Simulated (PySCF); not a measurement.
Level of theory: TPSSh-D3(BJ)/def2-TZVP // B3LYP-D3(BJ)/def2-TZVP (PySCF). Isolated molecules, 0 K electronic values unless said otherwise. One relaxed conformer stands for a flexible species; it need not be the lowest. Delta-SCF ions had no search for a lower state. Excitations are Tamm–Dancoff values on a coarser integration grid. The basis has no diffuse functions, so Rydberg states are missing or too high.

Reference species (SMILES): `C(#C)/C=C/CF` (neutral, multiplicity 1).

```yaml
T1 excitation (TDA): 3.37 eV
vertical ionisation energy (Delta-SCF): 9.25 eV
LUMO: -1.70 eV
```

After one change: the T1 excitation (TDA) falls by 0.64 eV; the vertical ionisation energy (Delta-SCF) falls by 0.49 eV; the LUMO drops by 0.08 eV.

Question: Name the change that produced these shifts. The new species is one of these.
A) `CC(F)=C1C=C1`
B) `FCC1=CC=C1` (F–C–C–C torsion 124°)
C) `C=C=C=CCF`
D) `FC1C=CC=C1`

Answer: D, `FC1C=CC=C1`
